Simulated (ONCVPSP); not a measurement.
# An all-electron radial function and its pseudo partner (Al)

Columns: radius, all-electron u(r) and pseudo u(r) of the 3s shell (level -7.83 eV) of aluminium in the configuration [Ne] 3s2 3p1; LDA (Perdew-Wang 92), scalar-relativistic, ONCV scheme, ONCVPSP 4.0.1.

```tsv
r (bohr)	all-electron	pseudo
0.115	0.0967	0.0185
0.230	-0.1386	0.0386
0.345	-0.2791	0.0623
0.460	-0.2966	0.0918
0.575	-0.2313	0.1287
0.690	-0.1226	0.1732
0.805	0.0029	0.2241
0.920	0.1287	0.2794
1.035	0.2455	0.3375
1.150	0.3486	0.3966
1.265	0.4363	0.4553
1.380	0.5083	0.5116
1.495	0.5654	0.5626
1.610	0.6089	0.6055
1.725	0.6401	0.6380
1.840	0.6605	0.6597
1.955	0.6715	0.6713
2.070	0.6746	0.6746
2.185	0.6710	0.6710
2.300	0.6618	0.6618
2.415	0.6481	0.6481
2.530	0.6309	0.6309
2.645	0.6109	0.6109
2.760	0.5888	0.5888
2.875	0.5652	0.5652
2.990	0.5407	0.5407
```

Question: How many radial nodes do the two functions have?

Answer: The all-electron 3s function has n − l − 1 = 2; the pseudo-wave has 0, since the states of the same l below it are removed with the core.

Question: At about which radius was the pseudo-wave matched?

Answer: 2.30 bohr. The columns agree to 0.0005 from 1.96 bohr on; several derivatives are matched, so the curves merge somewhat inside the radius.

Question: Is the pseudo-wave norm-conserving?

Answer: Yes: the ONCV scheme keeps the norm inside the radius equal to the all-electron one, which fixes the energy derivative of the logarithmic derivative at the level.
